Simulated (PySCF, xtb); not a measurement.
BI3, SMILES IB(I)I.

Geometry optimised at B3LYP-D3(BJ)/def2-SVP. The isomer is the one that the SMILES or the coordinates give; other isomers of the formula were not compared. The def2 effective core potentials stand for the cores of I; spin–orbit coupling is left out.

Calculation: PySCF with IEF-PCM-M06-2X/def2-SVP.

The values are the electrostatic part of the solvation free energy, E(continuum) − E(gas) at the gas-phase geometry, in a cavity of scaled van der Waals radii (PySCF's table); cavitation and dispersion terms are not included. In vacuum the orbital gap is 6.60 eV. The dipole moment in vacuum is 0.00 D.

Q: Estimate the values in water (ε = 78.36), toluene (ε = 2.37), 2-propanol (ε = 19.26). (The exact figures need the calculation; the answer reports its results.)

A: 
```json
[
 {"solvent": "water", "ε": "78.36", "ΔG(elec) (kcal/mol)": "-1.2", "dipole (D)": "0.00", "gap (eV)": "6.66"},
 {"solvent": "toluene", "ε": "2.37", "ΔG(elec) (kcal/mol)": "-0.5", "dipole (D)": "0.00", "gap (eV)": "6.63"},
 {"solvent": "2-propanol", "ε": "19.26", "ΔG(elec) (kcal/mol)": "-1.1", "dipole (D)": "0.00", "gap (eV)": "6.66"}
]
```

For comparison, GFN2-xTB/ALPB(water) (xtb, at the GFN2-xTB geometry, all terms of that model) gives -4.3 kcal/mol.
